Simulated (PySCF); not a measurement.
Ge(H)2(Me)(OMe) (C2H8GeO), SMILES C[O][GeH2][CH3]. Geometry optimised at PBE0-D3(BJ)/def2-SVP. This is a generated structure with no PubChem entry under its InChIKey; it may be hypothetical. The values are those of a single conformer.

Computed equilibrium geometry at PBE0-D3(BJ)/def2-SVP (PySCF confirms it by a frequency run) as bond lengths and angles, and its point group (one conformer of several):
point group Cs.
Atoms: Ge1 C2 O3 C4 H5 H6 H7 H8 H9 H10 H11 H12. Bonds (Å): Ge1–C2 1.935, Ge1–O3 1.786, Ge1–H5 1.547, Ge1–H6 1.547, C2–H7 1.100, C2–H8 1.099, C2–H9 1.099, O3–C4 1.396, C4–H10 1.109, C4–H11 1.102, C4–H12 1.109. Angles (°): C2–Ge1–O3 105.2, C2–Ge1–H5 112.7, C2–Ge1–H6 112.7, O3–Ge1–H5 108.3, O3–Ge1–H6 108.3, H5–Ge1–H6 109.4, Ge1–C2–H7 110.6, Ge1–C2–H8 109.9, Ge1–C2–H9 109.9, H7–C2–H8 108.9, H7–C2–H9 108.9, H8–C2–H9 108.7, Ge1–O3–C4 119.9, O3–C4–H10 112.8, O3–C4–H11 108.8, O3–C4–H12 112.8, H10–C4–H11 107.4, H10–C4–H12 107.4, H11–C4–H12 107.4.
